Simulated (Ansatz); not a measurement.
**Energy profile**

The step: BHOF₂ ([OH][B]([F])[F]) + HF + HF → BF₃ ([F][B]([F])[F]) + H₂O + HF (still joined by a long B–O bond); bonds formed: B1–F6, O2–H7, H5–F8; bonds broken: H5–F6, H7–F8; bonds weakened to dative contacts: B1–O2 (atoms numbered as in the saddle structure below).

```xyz
9
angstrom
B -0.1658 -0.9187 0.1971
O 0.8399 -0.1859 -0.5709
F -0.9328 -1.7206 -0.5511
F 0.2846 -1.3667 1.3678
H -0.6448 1.2001 0.5266
F -1.1917 0.3141 0.6456
H 0.7484 1.0766 -0.2614
F 0.3145 1.9546 0.1599
H 0.7478 -0.3538 -1.5138
```

Electronic energies by CCSD(T) at an estimated basis limit (MP2 extrapolated from triple and quadruple zeta, plus CCSD(T) − MP2 in triple zeta), on PBE0-D4/def2-TZVP structures; BH$_{3}$OF$_{4}$, closed shell; no counterpoise correction. Computed with Ansatz 0.2.0 (basis: def2-TZVPP and def2-QZVPP); correlated methods freeze the cores. Extrapolation: Hartree–Fock as exp(−7.88 √X), correlation as X^−2.97.

Problem. Give the profile in kJ/mol, counted from the separated reactants. (Judge from chemistry; the value comes from the calculation.)

Solution. The calculation gives:
| point | kJ/mol |
| --- | --- |
| separated: BHOF$_{2}$ (linked as [OH][B]([F])[F]; B1, O2, F3, F4, H9; singlet) + HF (H5, F6; singlet) + HF (H7, F8; singlet) | 0.0 |
| start structure | -57.0 |
| saddle | -21.2 |
| end structure | -90.9 |
| separated: BF$_{3}$ (linked as [F][B]([F])[F]; B1, F3, F4, F6; singlet) + H$_{2}$O (O2, H7, H9; singlet) + HF (H5, F8; singlet) | -9.2 |
The saddle lies below the separated reactants: the barrier is submerged.

The T1 diagnostic stays at or below 0.013.

Steps of this kind, hydrogen fluoride cutting a network bond, underlie vapour etching and the fluorination step of atomic layer etching.

For scale, one of the runs: CCSD(T)/def2-TZVPP, 228 basis functions, launched by `ansatz run in.yaml --threads 8 --pin off --events-out ev --progress --plain --max-ram 19148MiB`. Hardware: 8 CPU threads of an Intel Xeon 6975P-C, shared host. Wall time 26 s; peak host memory 5.1 GiB.
